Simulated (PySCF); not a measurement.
[CrBr4]2-: Cr(II) (d4), charge -2. The structure is a model geometry with rigid ligands and bond lengths from ionic radii, not a minimum; coordination tetrahedral, point group Td, metal–donor distances 2.54 Å.

```
5

Cr    0.000    0.000    0.000
Br    1.466    1.466    1.466
Br   -1.466   -1.466    1.466
Br   -1.466    1.466   -1.466
Br    1.466   -1.466   -1.466
```

Method (PySCF 2.14, density fitting): CASSCF(4,5) with orbitals averaged over all microstates of the shell, strongly contracted NEVPT2 on the averaged canonical orbitals; basis x2c-TZVPall on the metal, x2c-SVPall elsewhere; spin-free X2C; IEF-PCM water; spin-orbit coupling by state interaction with the mean-field operator over all roots.

(1) Which term lies lowest, and with what spin?

(2) List the excited states of the same spin.

(3) Which is the lowest state of another spin?

(4) Give the fitted ligand-field and repulsion parameters.

(5) What are the magnetic parameters?

The ground state is orbitally degenerate in this regular structure, which would distort (Jahn–Teller), so its moment is that of the undistorted model. NEVPT2 lifts 5E from 2664 to 3186 cm⁻¹; on the d shell alone such lifts tend to overshoot. Gaps between spin states lean to high spin in this active space.

The job took 25 s on one thread of Arm Neoverse V2 (shared host), with 176 basis functions and a peak of 0.53 GiB, launched as `OMP_NUM_THREADS=1 python lf_run.py task.json out`.

Results:

(1) 5T2 (S = 2, orbital degeneracy 3), with 2.0 electrons in the lower (e-type) set and 2.0 in the upper (t2-type) set, by NEVPT2.

(2) By NEVPT2: 5E at 3186 cm⁻¹. The strongest, at 3186 cm⁻¹, has f = 8.7e-05.

(3) 3T1 at 15410 cm⁻¹ by NEVPT2; CASSCF alone puts it at 17068 cm⁻¹ above the same ground state.

(4) At CASSCF level (the NEVPT2 levels don't fit a ligand-field model well): orbital energies 0, 0, 2490, 2490, 2490 cm⁻¹; 10Dq = 2490 cm⁻¹; B = 956 cm⁻¹; C = 3580 cm⁻¹; B over its free-ion value at the same level 0.920; rms of the fit 94 cm⁻¹; ζ = 203 cm⁻¹ (free ion 239).

(5) Degenerate or low-lying orbital states mix with the ground state, so no spin-only Hamiltonian applies. The lowest spin-orbit level is 1-fold; the next lies at 13.3 cm⁻¹. μeff is 4.75 μB at 300 K and 3.24 μB at 10 K; the spin-only value is 4.90 μB.
